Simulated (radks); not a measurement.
Values are calculated unless marked as measured or tabulated.
Valence configurations of As II (all share [Ar]). Code: a radial shooting solver on a logarithmic mesh with Libxc functionals. Model: non-relativistic Kohn-Sham, TPSS, spin-polarised, spherical densities, point nucleus; open shells are filled with parallel spins first; meta-GGA in the generalised Kohn-Sham scheme. Energies are relative to 3d10 4s2 4p2; eigenvalues in eV for spin up.

valence,E (eV),moment (Bohr magnetons),e(3d),e(4p),e(4s)
3d10 4s2 4p2,0.000,2,-51.421,-14.195,-23.865
3d10 4s1.5 4p2.5,3.383,3,-52.079,-14.813,-24.607
3d10 4s1 4p3,6.410,4,-52.667,-15.271,-25.160
3d10 4s0.5 4p3.5,13.081,3,-53.657,-15.526,-25.445
3d10 4p4,19.471,2,-54.541,-15.560,-
3d9.5 4s2 4p2.5,19.494,3,-57.354,-15.320,-25.462
3d9 4s2 4p3,41.013,4,-63.414,-16.414,-27.008
3d9 4p5,64.352,2,-66.482,-17.014,-
3d8 4s2 4p4,93.514,4,-76.218,-18.044,-29.472
3d7 4s2 4p5,154.78,4,-89.431,-19.568,-31.765

NIST lists [Ar] 3d10 4s2 4p2 as the ground configuration; this level of theory agrees among the configurations tried. The energies are those of spherical high-spin densities, not of single terms.
